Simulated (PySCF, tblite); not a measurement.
Isomers of C5H11OPSi, one GFN2-xTB conformer each. Single-point energies are computed at PBE0/pcSseg-1 (PySCF, gas phase, no added dispersion term), electronic only.

| SMILES | GFN2-xTB relative energy (kJ/mol) |
| --- | --- |
| C=C(C)[Si@@]1(P)CCO1 | 11.5 |
| C#C[P@](=O)(CC)C[SiH3] | 0.0 |

Conformers: `[CH2:1]=[C:2]([CH3:3])[Si@@:4]1([PH2:5])[CH2:6][CH2:7][O:8]1` with C1–C2–Si4–P5 -10°, C2–Si4–P5–H -156° and -63°; `[CH:1]#[C:2][P@:3](=[O:4])([CH2:5][CH3:6])[CH2:7][SiH3:8]` with C2–P3–C5–C6 -60°, C2–P3–C7–Si8 173°.

Q: What does PBE0/pcSseg-1 give for the same structures?

A: 
```
                SMILES  PBE0/pcSseg-1 E (Eh)  PBE0/pcSseg-1 (kJ/mol)  GFN2-xTB (kJ/mol)  point group
  C=C(C)[Si@@]1(P)CCO1            -902.59638                     0.0               11.5           C1
C#C[P@](=O)(CC)C[SiH3]            -902.54174                   143.5                0.0           C1
```

GFN2-xTB puts C#C[P@](=O)(CC)C[SiH3] lowest instead. As drawn, the lower has a four-membered ring, an Si–O bond and a C=C bond outside aromatic rings, which the higher lacks; the higher has a C≡C bond and a P=O bond, which the lower lacks.

Q: Which frontier levels, dipoles and rotational constants go with these structures?

A: 
```
                SMILES  HOMO (eV, PBE0/pcSseg-1)  LUMO (eV)  dipole (D)      A, B, C (MHz)
  C=C(C)[Si@@]1(P)CCO1                     -7.11      -0.62        1.35  1475, 1437, 841.5
C#C[P@](=O)(CC)C[SiH3]                     -7.69      -0.21        4.12  1906, 1009, 876.0
```

Q: What happens when harmonic zero-point energies from GFN2-xTB frequencies are added?

A: 
| SMILES | ZPE (kJ/mol) | electronic (kJ/mol) | with ZPE (kJ/mol) |
| --- | --- | --- | --- |
| C=C(C)[Si@@]1(P)CCO1 | 384.1 | 0.0 | 0.0 |
| C#C[P@](=O)(CC)C[SiH3] | 366.0 | 143.5 | 125.3 |

The zero-point energies span 18.1 kJ/mol. The order is unchanged.
